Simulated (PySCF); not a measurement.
C2H7Al, charge -1, doublet, at a GFN2-xTB geometry (such geometries of metal compounds can be far from the true shape) (a state made from the parent by changing its charge; the spin is typed, not shown lowest); CCSD(T)/6-31G* (PySCF).

PySCF was given this input:
```python
from pyscf import gto, scf, cc

mol = gto.Mole()
mol.atom = '''
    Al    0.729791   -0.114475   -0.084578
    C    -0.720476   -1.528481    0.402992
    H    -0.329936   -2.556121    0.338070
    H    -1.604100   -1.510800   -0.252707
    H    -1.113299   -1.430720    1.427738
    C    -0.272820    1.711438   -0.119545
    H     0.372405    2.527080   -0.481753
    H    -0.633440    2.042261    0.867613
    H    -1.156798    1.726549   -0.774829
    H     0.937660   -0.407813   -1.725299
'''
mol.basis = '6-31g*'
mol.charge = -1
mol.spin = 1
mol.verbose = 4
mol.build()

mf = scf.UHF(mol)
mf.kernel()

mycc = cc.CCSD(mf, frozen=7)
mycc.kernel()
et = mycc.ccsd_t()
print('E(CCSD(T)) = %.10f' % (mycc.e_tot + et))
```

Task: Write the output that PySCF gives for this input, abridged.

Result: 
```
PySCF version 2.14.0

[INPUT] verbose = 4
[INPUT] num. atoms = 10
[INPUT] num. electrons = 33
[INPUT] charge = -1
[INPUT] spin (= nelec alpha-beta = 2S) = 1
[INPUT] symmetry False subgroup None
[INPUT] Mole.unit = angstrom
[INPUT] Symbol           X                Y                Z      unit          X                Y                Z       unit  Magmom
[INPUT]  1 Al     0.729791000000  -0.114475000000  -0.084578000000 AA    1.379105118172  -0.216326398110  -0.159829256163 Bohr   0.0
[INPUT]  2 C     -0.720476000000  -1.528481000000   0.402992000000 AA   -1.361502319322  -2.888410476601   0.761544510391 Bohr   0.0
[INPUT]  3 H     -0.329936000000  -2.556121000000   0.338070000000 AA   -0.623488678634  -4.830368631249   0.638859710932 Bohr   0.0
[INPUT]  4 H     -1.604100000000  -1.510800000000  -0.252707000000 AA   -3.031309676415  -2.854998228993  -0.477547019760 Bohr   0.0
[INPUT]  5 H     -1.113299000000  -1.430720000000   1.427738000000 AA   -2.103830204752  -2.703668960938   2.698033797634 Bohr   0.0
[INPUT]  6 C     -0.272820000000   1.711438000000  -0.119545000000 AA   -0.515555081304   3.234149099173  -0.225907309561 Bohr   0.0
[INPUT]  7 H      0.372405000000   2.527080000000  -0.481753000000 AA    0.703743457419   4.775489094866  -0.910381229688 Bohr   0.0
[INPUT]  8 H     -0.633440000000   2.042261000000   0.867613000000 AA   -1.197028116344   3.859313964880   1.639550952112 Bohr   0.0
[INPUT]  9 H     -1.156798000000   1.726549000000  -0.774829000000 AA   -2.186031401445   3.262704750642  -1.464214603371 Bohr   0.0
[INPUT] 10 H      0.937660000000  -0.407813000000  -1.725299000000 AA    1.771920597960  -0.770654880037  -3.260342592986 Bohr   0.0

nuclear repulsion = 93.1113703523079
number of shells = 34
number of NR pGTOs = 133
number of NR cGTOs = 60
basis = 6-31g*
ecp = {}

******** <class 'pyscf.scf.uhf.UHF'> ********
method = UHF
initial guess = minao
damping factor = 0
level_shift factor = 0
DIIS = <class 'pyscf.scf.diis.CDIIS'>
diis_start_cycle = 1
diis_space = 8
diis_damp = 0
SCF conv_tol = 1e-09
SCF conv_tol_grad = None
SCF max_cycles = 50
direct_scf = True
direct_scf_tol = 1e-13
number electrons alpha = 17  beta = 16
Set gradient conv threshold to 3.16228e-05
init E= -321.381536525931

cycle= 1 E= -321.619714256343  delta_E= -0.238  |g|= 0.235  |ddm|= 1.73
cycle= 2 E= -321.666685933322  delta_E= -0.047  |g|= 0.0829  |ddm|= 0.429
cycle= 3 E= -321.67251237673  delta_E= -0.00583  |g|= 0.03  |ddm|= 0.144
cycle= 4 E= -321.67366327117  delta_E= -0.00115  |g|= 0.00679  |ddm|= 0.077
cycle= 5 E= -321.673754829215  delta_E= -9.16e-05  |g|= 0.0034  |ddm|= 0.0174
cycle= 6 E= -321.673787772446  delta_E= -3.29e-05  |g|= 0.00159  |ddm|= 0.0115
cycle= 7 E= -321.673796264877  delta_E= -8.49e-06  |g|= 0.000437  |ddm|= 0.00761
cycle= 8 E= -321.673796779101  delta_E= -5.14e-07  |g|= 0.000129  |ddm|= 0.00194
cycle= 9 E= -321.673796818117  delta_E= -3.9e-08  |g|= 4.98e-05  |ddm|= 0.000502
cycle= 10 E= -321.673796824086  delta_E= -5.97e-09  |g|= 2.19e-05  |ddm|= 0.000201
cycle= 11 E= -321.673796825318  delta_E= -1.23e-09  |g|= 7.35e-06  |ddm|= 0.000102
cycle= 12 E= -321.67379682545  delta_E= -1.32e-10  |g|= 2.02e-06  |ddm|= 3.32e-05
Extra cycle  E= -321.673796825458  delta_E= -8.36e-12  |g|= 1.17e-06  |ddm|= 6.44e-06
converged SCF energy = -321.673796825458  <S^2> = 0.75143914  2S+1 = 2.0014386

******** <class 'pyscf.cc.uccsd.UCCSD'> ********
CC2 = 0
CCSD nocc = (np.int64(10), np.int64(9)), nmo = (53, 53)
frozen orbitals 7
max_cycle = 50
direct = 0
conv_tol = 1e-07
conv_tol_normt = 1e-06
diis_space = 6
diis_start_cycle = 0
diis_start_energy_diff = 1e+09
Init t2, MP2 energy = -0.317460561775584
Init E_corr(UCCSD) = -0.317460561777257
cycle = 1  E_corr(UCCSD) = -0.347841097858974  dE = -0.0303805361  norm(t1,t2) = 0.0768471
cycle = 2  E_corr(UCCSD) = -0.357982977123115  dE = -0.0101418793  norm(t1,t2) = 0.0266822
cycle = 3  E_corr(UCCSD) = -0.36279560285678  dE = -0.00481262573  norm(t1,t2) = 0.0125611
cycle = 4  E_corr(UCCSD) = -0.362903315744249  dE = -0.000107712887  norm(t1,t2) = 0.0027257
cycle = 5  E_corr(UCCSD) = -0.362749944739352  dE = 0.000153371005  norm(t1,t2) = 0.00109123
cycle = 6  E_corr(UCCSD) = -0.362755826224882  dE = -5.88148553e-06  norm(t1,t2) = 0.000300766
cycle = 7  E_corr(UCCSD) = -0.362761627731739  dE = -5.80150686e-06  norm(t1,t2) = 0.000106868
cycle = 8  E_corr(UCCSD) = -0.362761150448251  dE = 4.77283488e-07  norm(t1,t2) = 4.78738e-05
cycle = 9  E_corr(UCCSD) = -0.362760788882178  dE = 3.61566073e-07  norm(t1,t2) = 2.37912e-05
cycle = 10  E_corr(UCCSD) = -0.362760615804406  dE = 1.73077773e-07  norm(t1,t2) = 1.0067e-05
cycle = 11  E_corr(UCCSD) = -0.362760411998864  dE = 2.03805542e-07  norm(t1,t2) = 4.78498e-06
cycle = 12  E_corr(UCCSD) = -0.362760374527833  dE = 3.74710313e-08  norm(t1,t2) = 1.67194e-06
cycle = 13  E_corr(UCCSD) = -0.362760345474213  dE = 2.90536197e-08  norm(t1,t2) = 7.52847e-07
UCCSD converged
E(UCCSD) = -322.0365571709324  E_corr = -0.362760345474213
UCCSD(T) correction = -0.00915773037134
E(CCSD(T)) = -322.0457149013
```
